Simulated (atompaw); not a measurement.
## Reading a pseudo-wave (germanium (Ge))

Columns: radius, all-electron u(r) and pseudo u(r) of the 4p shell (level -15.67 eV) of germanium in the configuration [Ar] 3d10 4s2 4p0.5; LDA (PW92), scalar-relativistic, PAW (atompaw) scheme, atompaw 4.2.0.5.

| r (bohr) | all-electron | pseudo |
| --- | --- | --- |
| 0.081 | 0.1669 | 0.0039 |
| 0.162 | 0.1312 | 0.0156 |
| 0.242 | -0.0391 | 0.0345 |
| 0.323 | -0.1970 | 0.0604 |
| 0.404 | -0.2850 | 0.0925 |
| 0.485 | -0.3022 | 0.1298 |
| 0.565 | -0.2669 | 0.1708 |
| 0.646 | -0.1969 | 0.2155 |
| 0.727 | -0.1081 | 0.2622 |
| 0.808 | -0.0111 | 0.3099 |
| 0.888 | 0.0855 | 0.3569 |
| 0.969 | 0.1796 | 0.4034 |
| 1.050 | 0.2673 | 0.4479 |
| 1.131 | 0.3469 | 0.4897 |
| 1.212 | 0.4178 | 0.5284 |
| 1.292 | 0.4790 | 0.5629 |
| 1.373 | 0.5323 | 0.5940 |
| 1.454 | 0.5772 | 0.6211 |
| 1.535 | 0.6142 | 0.6440 |
| 1.615 | 0.6435 | 0.6627 |
| 1.696 | 0.6665 | 0.6779 |
| 1.777 | 0.6833 | 0.6893 |
| 1.858 | 0.6946 | 0.6972 |
| 1.938 | 0.7009 | 0.7017 |
| 2.019 | 0.7028 | 0.7029 |
| 2.100 | 0.7008 | 0.7008 |

Task: How many radial nodes do the two functions have?

Result: The all-electron 4p function has n − l − 1 = 2; the pseudo-wave has 0, since the states of the same l below it are removed with the core.

Task: Is the pseudo-wave norm-conserving?

Result: No, it belongs to a PAW set: the norm inside the radius is not constrained, and the difference is carried by the augmentation charge.
